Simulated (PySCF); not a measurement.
Dipole moment and polarisability across levels of theory

Compound: C3H9GeNSi.
InChI=1S/C3H9GeNSi/c4-1-2-6-3-5/h3,5-6H2,4H3

PySCF, dipoles from the SCF density, polarisabilities from static response with core orbitals frozen. One conformer (not necessarily the lowest) at the PBE0-D3(BJ)/def2-SVP geometry, without solvent, vibrations or thermal averaging. The LDA/def2-SVPD calculation is non-relativistic and has no spin–orbit coupling, an omission that weighs most on germanium.

The anisotropy is √(½[(α1 − α2)² + (α2 − α3)² + (α3 − α1)²]).

```json
{"level": "LDA/def2-SVPD", "μ (D)": "1.641", "α (au)": "113.04", "anisotropy (au)": "57.93"}
{"level": "PBE/def2-SVPD", "μ (D)": "1.592", "α (au)": "110.74", "anisotropy (au)": "56.97"}
{"level": "B3LYP/def2-SVPD", "μ (D)": "1.579", "α (au)": "106.64", "anisotropy (au)": "52.37"}
{"level": "PBE0/def2-SVPD", "μ (D)": "1.603", "α (au)": "105.82", "anisotropy (au)": "52.36"}
{"level": "BHandHLYP/def2-SVPD", "μ (D)": "1.591", "α (au)": "102.11", "anisotropy (au)": "48.55"}
{"level": "CAM-B3LYP/def2-SVPD", "μ (D)": "1.598", "α (au)": "104.27", "anisotropy (au)": "49.29"}
{"level": "HF/def2-SVPD", "μ (D)": "1.611", "α (au)": "97.63", "anisotropy (au)": "44.76"}
{"level": "PBE0/aug-cc-pVDZ", "μ (D)": "1.593", "α (au)": "107.83", "anisotropy (au)": "51.96"}
```

The dipole runs from 1.58 D (B3LYP/def2-SVPD) to 1.64 D (LDA/def2-SVPD). In one basis (def2-SVPD) the functionals order the polarisability from HF (lowest) to LDA (highest), a spread of 16%.
